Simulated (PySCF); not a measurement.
# [AsSe3]-, singlet: computed properties

These are results of PBE in PySCF with As def2-SVPD, Se def2-SVPD; no relativity; density-fitted integrals, not measurements.

The structure is a minimum.

```xyz
4
charge -1 multiplicity 1, angstrom
As    0.0000    0.0000    0.0000
Se    2.2489    0.0000    0.0000
Se   -1.1245    1.9476    0.0000
Se   -1.1244   -1.9476    0.0000
```

* Point group: D3h
* Bond lengths: As–Se 2.249 Å (×3)
* Bond angles: Se–As–Se 120.0° (×3)
* Entropy at 298.15 K and 1 bar: 355.7 J/(mol K)
* Enthalpy at 298.15 K above 0 K: 18.76 kJ/mol
* Principal polarisabilities: 99.8, 195.2, 195.2 bohr³
* Highest occupied level: -1.12 eV
* Dipole moment about the centre of mass: 0.00 D
* Heat capacity Cp at 298.15 K: 78.1 J/(mol K)
* Rotational constants: 0.02781, 0.02781, 0.0139 cm⁻¹
* Rotational symmetry number: 6
* Principal quadrupole moments (Buckingham, traceless) about the centre of mass: -6.73, -6.73, 13.46 D Å
* Zero-point energy: 7.6 kJ/mol
* Lowest empty level: 0.56 eV

Harmonic modes (masses in u: As 74.922, Se 79.917):
| symmetry | ω (cm⁻¹) | IR (km/mol, summed over degenerate members) |
| --- | --- | --- |
| e' | 103 | 0.2 |
| a2'' | 117 | 0.0 |
| a1' | 238 | 0.0 |
| e' | 358 | 141 |

In D3h the vibrations span 2e' + a2'' + a1'. The a1' mode carries no infrared intensity, as symmetry demands.

Charges (e); Mulliken and Löwdin values are unreliable with diffuse functions:
```json
{"atom": "As1", "Mulliken": "0.29", "Löwdin": "-0.41", "polar tensor": "1.03", "Mayer order to As1": "–"}
{"atom": "Se2,3,4", "Mulliken": "-0.43", "Löwdin": "-0.20", "polar tensor": "-0.68", "Mayer order to As1": "1.49"}
```

Mulliken populations on As1: s 7.47, p 14.84, d 10.40.

Outer orbital energies (eV). occupied: -4.83, -4.83, -3.76, -1.87, -1.87, -1.80, -1.80, -1.12; empty: 0.56, 0.74, 3.02, 3.02.

Counting electrons, arsenic keeps none of its valence electrons outside its bonds, so the VSEPR class is AX3 and the expected shape is trigonal planar (D3h), as computed.

Only a few start shapes were tried, so a lower isomer may exist. The lowest empty level of this anion is unbound, so it and the gap depend on the basis.

The final relaxation and frequency run took roughly 8 core-minutes on a shared host.
